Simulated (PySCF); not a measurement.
Input for PySCF:
```python
from pyscf import gto, scf, dft

mol = gto.Mole()
mol.atom = '''
    B    -0.914919    0.112100   -0.016619
    N     0.730879   -0.089551    0.013276
    H    -1.313993   -0.641683   -0.847374
    H    -1.091550    1.255010   -0.299746
    H    -1.290050   -0.160526    1.079991
    H     0.933910   -1.052864    0.251240
    H     1.120083    0.534559    0.709573
    H     1.100043    0.131858   -0.903521
'''
mol.basis = 'def2-sv(p)'
mol.charge = 0
mol.spin = 0
mol.verbose = 4
mol.build()

mf = dft.RKS(mol)
mf.xc = 'tpss'
mf.kernel()
```

What is the computed dipole moment (TPSS/def2-SV(P) run with PySCF)?

5.59 D

What is the computed number of basis functions (TPSS/def2-SV(P))?

40

Predict the HOMO energy from TPSS/def2-SV(P).

-6.52 eV

Give the Mulliken (on the basis functions themselves) charges in atom order at the level TPSS/def2-SV(P).

B1 -0.44, N2 -0.37, H3 0.00, H4 0.00, H5 0.00, H6 0.27, H7 0.27, H8 0.27

Predict the HOMO-LUMO gap from TPSS/def2-SV(P).

6.48 eV

What total energy does TPSS/def2-SV(P) give?

-83.1500 Eh
